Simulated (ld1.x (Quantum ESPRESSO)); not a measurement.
manganese (Mn): TM pseudisation with PBEsol, scalar-relativistic reference atom.

manganese, norm-conserving Troullier–Martins (Kleinman–Bylander form), made with ld1.x (Quantum ESPRESSO) 7.5 (PBEsol, scalar-relativistic). Core [Ne], reference 3s2 3p6 3d5 4s0 4p0 (charge +2). Waves: 3p (bound): rc 0.90 bohr; 3d (bound): rc 2.00 bohr; 4f channel at 0.05 Ry: rc 2.15 bohr; 3s (bound): rc 1.20 bohr. Local part: the s channel. Core correction: Bessel-smoothed model core inside 0.55 bohr.

All-electron outer shells of the reference configuration (PBEsol, scalar-relativistic, ld1.x):

| shell | level (eV) | outermost node (bohr) | outermost maximum (bohr) |
| --- | --- | --- | --- |
| 2p | -647.32 | – | 0.19 |
| 3s | -103.42 | 0.34 | 0.74 |
| 3p | -72.27 | 0.31 | 0.75 |
| 3d | -24.28 | – | 0.76 |
| 4s | -19.23 | 1.05 | 2.24 |
| 4p | -13.67 | 1.14 | 2.67 |

(1) Estimate the cutoffs (Ry, on a coarse ladder) from which the occupation-weighted sum of valence levels, in a spherical-Bessel basis at the reference potential, stays within 10 and 1 mRy of its value at 400 Ry.

(2) Does the potential have ghost states?

(3) Tests: 3s2 3p6 3d5 4s2 4p0; 3s2 3p6 3d5 4s1 4p0; 3s2 3p6 3d4 4s0 4p0; 3s1 3p6 3d5 4s2 4p0; 3s2 3p6 3d6 4s0 4p0; 3s2 3p6 3d4 4s2 4p1; 3s2 3p6 3d5 4s0 4p2. Which has the largest error in its energy relative to the reference configuration, and how large is it?

## Answers

(1) 120 Ry and 230 Ry.

(2) No extra level below or beside the all-electron valence levels (p, d, f, s tested).

(3) 3s2 3p6 3d4 4s2 4p1, with +1333 meV (all-electron minus pseudo) on -16.12 eV.
